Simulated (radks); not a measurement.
The numbers below are computed, except where a source is named.
All-electron atom: Pm in [Xe] 4f5 6s2. Code: a radial shooting solver on a logarithmic mesh with Libxc functionals. Model: scalar-relativistic Kohn-Sham, LDA (Slater exchange, Perdew-Wang correlation), spin-polarised, spherical densities, finite nucleus; open shells are filled with parallel spins first (spin-orbit coupling, left out, can overturn this in heavy ions); Fermi nuclear charge, rms radius 4.962 fm; hard spherical wall at 10 bohr. Some entries of the table are withheld. Estimate them.

orbital  occ.  eigenvalue (hartree)  <1/r> (bohr^-1)  r(max) (bohr)
1s down     1             -1652.711            67.36        0.01480
1s up       1             -1652.711            67.36        0.01480
2s up       1             -268.7276            15.58        0.08387
2s down     1             -268.7259            15.58        0.08387
2p up       3             -240.1161            14.66        0.06763
2p down     3             -240.1149            14.66        0.06763
3s up       1             -58.57619            5.685         0.2389
3s down     1             -58.52137            5.689         0.2388
3p up       3             -49.58852            5.369         0.2340
3p down     3             -49.53420            5.373         0.2339
3d up       5             -37.22613            5.098         0.1917
3d down     5             -37.18350            5.101         0.1916
4s up       1             -11.66051            2.388         0.5522
4s down     1             -11.52580            2.388         0.5519
4p up       3              -8.70926            2.199         0.5763
4p down     3              -8.57467            2.199         0.5760
4d up       5              -4.53800            1.925         0.6027
4d down     5              -4.40458            1.924         0.6024
5s up       1              -1.56280           0.9253          1.284
5s down     1              -1.48345           0.9122          1.293
5p up       3              -0.85024           0.7771          1.457
5p down     3              -0.78947           0.7606          1.475
6s up       1              -0.13214           0.2983          3.628
6s down     1              -0.12406           0.2911          3.725
4f up       5              -0.11404            1.314         0.6365
5d up       0              -0.07221              (1)          2.188
5d down     0              -0.05297              (2)          2.317
6p up       0              -0.03345           0.2371            (3)
6p down     0              -0.02910           0.2334            (4)
4f down     0              -0.00222            1.248         0.6395
7s up       0               0.09795           0.2237          7.120
7s down     0               0.10343           0.2250          7.167

Answer. 
(1) 5d up <1/r> (bohr^-1): 0.4265
(2) 5d down <1/r> (bohr^-1): 0.3958
(3) 6p up r(max) (bohr): 4.749
(4) 6p down r(max) (bohr): 4.861
